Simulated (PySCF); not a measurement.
Diatomics of Ga with group 14

CCSD(T) with double-zeta basis sets in PySCF, for the lowest determinant that a PBE0 search found; no spin–orbit coupling. De refers to high-spin ground-configuration atoms.

| M | basis | reference, frozen orbitals | state (unpaired electrons) | Re (Å) | ωe (cm⁻¹) | De (eV) |
| --- | --- | --- | --- | --- | --- | --- |
| C | def2-SVP | UHF, 10 | quartet (σ ↑, π ↑↑) | 2.003 | 571 | 2.95 |
| Ge | cc-pVDZ-PP | UHF, 8 | quartet (σ ↑, π ↑↑) | 2.510 | 220 | 2.10 |
| Sn | cc-pVDZ-PP | UHF, 8 | quartet (σ ↑, π ↑↑) | 2.708 | 182 | 1.88 |
| Pb | def2-SVP | UHF, 13 | quartet (σ ↑, π ↑↑) | 2.745 | 165 | 1.79 |

The shortest bond is that of GaC (2.003 Å), the longest that of GaPb (2.745 Å).

The rows differ in basis set, which adds steps of its own.

Down a group the atoms grow and get heavier, so bonds lengthen and wavenumbers fall; this series shows no clear exception.

Correlated steps freeze the inner cores (8 to 13 orbitals); shallow outer-core shells are correlated. Correlated levels converge slowly with the basis: in double zeta they bind strong bonds too weakly, by up to about 1 eV, and carry superposition errors of some tenths. Spin–orbit coupling is left out, which matters for elements this heavy, above all for dissociation energies. States were picked by a PBE0 search and need not be the measured ground states.
